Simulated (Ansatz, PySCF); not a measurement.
Mo(O)(S)(F)(NH2) (FH2MoNOS), SMILES [F][Mo](=[O])([NH2])=[S], multiplicity 1. Atoms are numbered in the order given.

```xyz
7

Mo    -0.0670     0.1757     0.0448
O      0.8699     1.3227     0.8358
S      0.9259    -1.7054    -0.0162
F     -1.7225    -0.0043     0.8731
N     -0.2963     0.7729    -1.7620
H     -0.1618     1.7458    -2.0359
H     -0.3700     0.1633    -2.5749
```
Charge 0, spin multiplicity 1.

Geometry optimised at B3LYP-D3(BJ)/def2-SVP. The spin state was assumed, not searched. The structure was generated by enumeration; whether it is a known compound was not checked. The def2 effective core potentials stand for the cores of Mo; spin–orbit coupling is left out. Other conformers were not sampled.

Two levels are set side by side: PBE-D3(BJ)/def2-SVP (Ansatz, a program for electronic structure) and B3LYP-D3(BJ)/def2-SVP (Ansatz). Each level has its own optimised geometry; the coordinates shown are those of the second. Frequencies come from the Hessian of PySCF at each geometry. Differences are taken from unrounded values.

| quantity | B3LYP-D3(BJ) |
|---|---|
| mean bond length (Å) | 1.604 |
| bond Mo1–O2 (Å) | 1.679 |
| bond Mo1–S3 (Å) | 2.128 |
| bond Mo1–F4 (Å) | 1.860 |
| bond Mo1–N5 (Å) | 1.917 |
| bond N5–H6 (Å) | 1.020 |
| bond N5–H7 (Å) | 1.019 |
| highest harmonic wavenumber (cm⁻¹) | 3630 |
| mean harmonic wavenumber (cm⁻¹) | 958 |
| zero-point energy (kcal/mol) | 20.54 |

Task: What does PBE-D3(BJ) give, and how far is it from B3LYP-D3(BJ)? (An estimate is asked for; the answer gives what the named calculation found.)

Result: 
| quantity | PBE-D3(BJ) | PBE-D3(BJ) minus B3LYP-D3(BJ) |
|---|---|---|
| mean bond length (Å) | 1.611 | 0.008 |
| bond Mo1–O2 (Å) | 1.692 | 0.013 |
| bond Mo1–S3 (Å) | 2.139 | 0.011 |
| bond Mo1–F4 (Å) | 1.865 | 0.005 |
| bond Mo1–N5 (Å) | 1.921 | 0.004 |
| bond N5–H6 (Å) | 1.027 | 0.007 |
| bond N5–H7 (Å) | 1.026 | 0.007 |
| highest harmonic wavenumber (cm⁻¹) | 3561 | -68 |
| mean harmonic wavenumber (cm⁻¹) | 932 | -25 |
| zero-point energy (kcal/mol) | 19.99 | -0.54 |

Exact exchange shortens and stiffens bonds; PBE has none. Differences between two approximate levels are no errors against the true value.
